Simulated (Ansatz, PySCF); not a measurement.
Breaking the C2–H3 bond in CH5GeN (SMILES [CH3][Ge][NH2]) (multiplicity 1 held, fragments rigid). Energies count from the point at 1.091 Å.
Geometry at that point (charge 0, multiplicity 1):
```json
[
 {"atom": "Ge", "x (Å)": "-0.2170", "y (Å)": "-0.0101", "z (Å)": "0.4452"},
 {"atom": "C", "x (Å)": "0.7303", "y (Å)": "1.3957", "z (Å)": "-0.6510"},
 {"atom": "H", "x (Å)": "0.3907", "y (Å)": "2.3968", "z (Å)": "-0.3807"},
 {"atom": "H", "x (Å)": "0.5942", "y (Å)": "1.2501", "z (Å)": "-1.7247"},
 {"atom": "H", "x (Å)": "1.8012", "y (Å)": "1.3407", "z (Å)": "-0.4297"},
 {"atom": "N", "x (Å)": "-0.0364", "y (Å)": "-1.3548", "z (Å)": "-0.7861"},
 {"atom": "H", "x (Å)": "0.4026", "y (Å)": "-1.2654", "z (Å)": "-1.6915"},
 {"atom": "H", "x (Å)": "-0.3701", "y (Å)": "-2.2905", "z (Å)": "-0.6131"}
]
```

Restricted levels (R-, RO-) in cc, def2 and unpolarised 6-31G sets keep to the state of the molecule at rest. Active spaces are followed from a long bond inwards. Curves can end on different states.

Cores are frozen in the correlated methods. Filled d and f shells under p-block atoms count as core. Rows in 3-21G, LANL2DZ carry no dispersion term and start afresh at each structure; the Pople sets are all-electron and without relativity. LANL2DZ brings its own core potentials from Na on.

The values were computed with Ansatz (Gaussian basis) for Hartree–Fock, density functionals and correlated methods; PySCF for 3-21G rows, LANL2DZ rows. 

Energies in eV.

```csv
R (Å),R-HF/3-21G,R-B3LYP/LANL2DZ,R-SCS-MP2/cc-pVTZ,"FIC-MRCISD+Q on CASSCF(2,2)/cc-pVTZ"
0.873,1.27,1.34,1.24,1.24
0.982,0.23,0.28,0.24,0.25
1.091,0.00,0.00,0.00,0.00
1.200,0.19,0.14,0.17,0.16
1.309,0.61,0.51,0.55,0.53
1.473,1.40,1.23,1.29,1.24
1.637,2.27,2.00,2.09,1.98
1.909,3.67,3.19,3.30,3.06
2.182,4.92,4.18,4.30,3.85
2.510,6.17,5.09,5.20,4.43
2.946,7.48,5.94,5.96,4.79
3.492,8.67,6.59,6.36,4.92
```

Doubts at one or more of the structures used: a restricted determinant that unrestricted orbitals would lower (R-HF/3-21G, R-SCS-MP2/cc-pVTZ).

Ansatz is a first-principles code.
